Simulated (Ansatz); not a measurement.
Start from `C[SiH2][SiH2]Cl` and change one element to get `C[SiH2][SiH2]F`.

Ansatz, PBE0-D4/def2-TZVP geometries, multiplicity 1. Each molecule was computed in one conformer, which needn't be the lowest.

```json
{"property": "HOMO–LUMO gap (ωB97M-V/def2-TZVPP) / eV", "`C[SiH2][SiH2]Cl`": "11.28"}
{"property": "size of the dipole moment (B3LYP/def2-TZVPP) / D", "`C[SiH2][SiH2]Cl`": "1.57"}
{"property": "HOMO energy (PBE0/def2-TZVPP) / eV", "`C[SiH2][SiH2]Cl`": "-7.93"}
{"property": "HOMO energy (ωB97M-V/def2-TZVPP) / eV", "`C[SiH2][SiH2]Cl`": "-9.98"}
{"property": "HOMO energy (PBE/def2-TZVPP) / eV", "`C[SiH2][SiH2]Cl`": "-6.76"}
{"property": "LUMO energy (ωB97M-V/def2-TZVPP) / eV", "`C[SiH2][SiH2]Cl`": "1.31"}
```

Problem. What does the change do to each property? (An estimate is asked.)

Solution. Ansatz gave: 
| property | `C[SiH2][SiH2]F` | shift |
| --- | --- | --- |
| HOMO–LUMO gap (ωB97M-V/def2-TZVPP) / eV | 11.34 | 0.06 |
| size of the dipole moment (B3LYP/def2-TZVPP) / D | 1.49 | -0.08 |
| HOMO energy (PBE0/def2-TZVPP) / eV | -8.05 | -0.12 |
| HOMO energy (ωB97M-V/def2-TZVPP) / eV | -10.10 | -0.12 |
| HOMO energy (PBE/def2-TZVPP) / eV | -6.86 | -0.10 |
| LUMO energy (ωB97M-V/def2-TZVPP) / eV | 1.23 | -0.08 |

With PBE0 the HOMO falls by 0.12 eV and the LUMO falls by 0.05 eV, so the gap widens by about 0.07 eV. PBE moves the HOMO by -0.10 eV and ωB97M-V by -0.12 eV. Dipoles are sizes alone; their direction can turn.

B3LYP here is the variant with VWN-RPA as its local correlation; programs differ in this.
